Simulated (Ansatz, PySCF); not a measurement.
Molecule: CH$_{2}$BF$_{2}$ (charge 0, doublet). It need not be the lowest isomer of its formula. SMILES: F[B]CF
Geometry from a B3LYP-D3(BJ)/def2-TZVP (Ansatz, a first-principles code) optimisation:
```
C
F 1 1.3917
H 1 1.0979 2 108.36
H 1 1.0979 3 107.31 2 -116.82
B 1 1.5706 3 109.58 4 -118.91
F 5 1.3107 1 120.78 3 58.75
```
Charge 0, spin multiplicity 2.

Wanted: atomisation energy (electronic, to ground-state atoms), in kcal/mol. Valence correlation only, unless marked. Open shells are spin-unrestricted. Spin-orbit coupling is left out. No relativistic terms. The coupled-cluster limit lacks core correlation, which all-electron functionals hold. Basis-set limits of correlation are two-point, X^-3; Hartree-Fock from the larger set. The bracket is a focal-point correction in the basis named.

```csv
level,program,atomisation energy (kcal/mol)
HF-D3(BJ)/def2-TZVPD,PySCF + dftd3,420.0
B97M-V/def2-TZVPD,Ansatz,…
PBE0/6-31G*,Ansatz,548.6
PBE0-D4/def2-TZVPD,Ansatz + dftd4,548.0
r2SCAN0-D4/def2-TZVPD,Ansatz + dftd4,…
HSE06-D3(BJ)/def2-TZVPD,Ansatz + dftd3,548.4
HSE06-D4/def2-TZVPD,Ansatz + dftd4,548.6
CAM-B3LYP-D4/def2-TZVPD,Ansatz + dftd4,548.9
SCS-MP2/STO-3G,Ansatz,512.7
SCS-MP2/6-31G,Ansatz,456.9
CCSD/STO-3G,Ansatz,511.9
"RI-MP2/CBS(cc-pVTZ,cc-pVQZ)+[CCSD(T)-MP2]/cc-pVTZ",Ansatz,540.2
```

Some entries are withheld; supply them.


- B97M-V/def2-TZVPD, atomisation energy (kcal/mol): 544.1
- r2SCAN0-D4/def2-TZVPD, atomisation energy (kcal/mol): 537.4
